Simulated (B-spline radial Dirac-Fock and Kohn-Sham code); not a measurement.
**Elastic and transport cross sections of mercury for electrons**

Method: relativistic (Dirac) partial waves in the static field of the Dirac-Fock atom with Furness-McCarthy exchange, without polarisation or absorption potentials. Computed with an atomic code on a B-spline grid. σ_tr1 and σ_tr2 weight the cross section with 1 − P₁ and 1 − P₂ of cos θ; "backward" is the share scattered beyond 90°.

```
energy (eV)  σ (a₀²)  σ_tr1 (a₀²)  σ_tr2 (a₀²)  σ/σ_tr1  backward (%)
        879     9.82         2.74         2.64     3.59            12
        980     9.34         2.53         2.35     3.69            12
       1000     9.25         2.49         2.30     3.71            12
       1010     9.21         2.47         2.28     3.72            12
       1370     8.04         1.91         1.67     4.22            11
       1500     7.72         1.75         1.54     4.41            10
       2000     6.76         1.30         1.20     5.20           8.4
       2080     6.63         1.24         1.16     5.33           8.2
       2180     6.49         1.18         1.12     5.49           7.9
       2920     5.64        0.842        0.876     6.69           6.0
       3000     5.56        0.815        0.857     6.83           5.8
       3160     5.42        0.765        0.820     7.09           5.6
       3510     5.15        0.672        0.748     7.66           5.0
       3540        ?            ?            ?        ?             ?
       4430     4.58        0.500        0.606     9.16           3.9
       4500     4.54        0.490        0.597     9.27           3.9
       4780     4.40        0.453        0.564     9.73           3.6
       4950     4.33        0.432        0.545     10.0           3.5
       5000     4.30        0.427        0.540     10.1           3.5
       5080     4.27        0.418        0.531     10.2           3.4
```

Question: Fill in the row for 3.54 keV.

Answer: σ = 5.12 a₀², σ_tr1 = 0.665 a₀², σ_tr2 = 0.743 a₀², σ/σ_tr1 = 7.71, backward 4.9 %. The ratio σ/σ_tr1 is roughly the number of elastic collisions that randomise the direction.
